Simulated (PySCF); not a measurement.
Bonding in `CSC[P@@]1(=O)CC[C@@H]1C`

Species: C6H13OPS.
SMILES with atom numbers: `[CH3:1][S:2][CH2:3][P@@:4]1(=[O:5])[CH2:6][CH2:7][C@@H:8]1[CH3:9]` (hydrogens: H10, H11, H12 on C1; H13, H14 on C3; H15, H16 on C6; H17, H18 on C7; H19 on C8; H20, H21, H22 on C9)

Geometry (GFN2-xTB, Å), atoms numbered from 1 in this order:
```
atom  x, y, z in Å
C1     3.257   -0.630    0.012
S2     2.535    0.362   -1.317
C3     0.965   -0.524   -1.528
P4     0.006   -0.595    0.054
O5     0.255   -1.808    0.840
C6     0.041    1.093    0.808
C7    -1.272    1.443    0.080
C8    -1.727    0.012   -0.283
C9    -2.692   -0.594    0.719
H10    3.383   -1.654   -0.331
H11    2.603   -0.601    0.881
H12    4.220   -0.189    0.247
H13    1.165   -1.547   -1.855
H14    0.415    0.013   -2.299
H15    0.884    1.746    0.590
H16   -0.083    1.019    1.889
H17   -1.990    1.983    0.696
H18   -1.073    2.031   -0.815
H19   -2.117   -0.091   -1.297
H20   -2.850   -1.647    0.496
H21   -3.653   -0.082    0.691
H22   -2.283   -0.523    1.725
```

Bond orders from the PBE0/pcSseg-1 density (PySCF). Isolated species at its GFN2-xTB geometry (one conformer only).

Task: Where do the orders between heavy atoms depart from those drawn in the SMILES?

Result: The largest departure is 0.157, at C8–P4 (drawn single, 0.843). Drawn single, order below 0.88: C3–P4 (0.849) and C8–P4 (0.843).

Task: Give the Mayer order of every bond between heavy atoms, beside its length.

Result: 
```json
{"bond": "C1–S2", "drawn as": "single", "length (Å)": "1.809", "Mayer order": "0.991"}
{"bond": "S2–C3", "drawn as": "single", "length (Å)": "1.815", "Mayer order": "0.999"}
{"bond": "C3–P4", "drawn as": "single", "length (Å)": "1.851", "Mayer order": "0.849"}
{"bond": "P4–O5", "drawn as": "double", "length (Å)": "1.466", "Mayer order": "1.855"}
{"bond": "P4–C6", "drawn as": "single", "length (Å)": "1.850", "Mayer order": "0.907"}
{"bond": "C6–C7", "drawn as": "single", "length (Å)": "1.542", "Mayer order": "1.000"}
{"bond": "C7–C8", "drawn as": "single", "length (Å)": "1.545", "Mayer order": "0.965"}
{"bond": "C8–C9", "drawn as": "single", "length (Å)": "1.518", "Mayer order": "1.017"}
{"bond": "C8–P4", "drawn as": "single", "length (Å)": "1.866", "Mayer order": "0.843"}
```

Bonds between the same two heavy elements. C–S: all 2 within 0.02 of one another (0.991 to 0.999). C–P: lowest C8–P4 (0.843, 1.866 Å), highest P4–C6 (0.907, 1.850 Å). C–C: lowest C7–C8 (0.965, 1.545 Å), highest C8–C9 (1.017, 1.518 Å).

Task: And the bonds to hydrogen?

Result: C–H: 0.92 to 0.96 (13 bonds).

Task: Sum the orders of all bonds at each heavy atom with more than one neighbour and set the sums beside the valence in the SMILES.

Result: C1 3.827 (drawn 4), S2 1.990 (drawn 2), C3 3.694 (drawn 4), P4 4.454 (drawn 5), C6 3.765 (drawn 4), C7 3.869 (drawn 4), C8 3.766 (drawn 4), C9 3.896 (drawn 4). Orders between atoms that aren't bonded are not in these sums.

Mayer orders depend on the basis set.
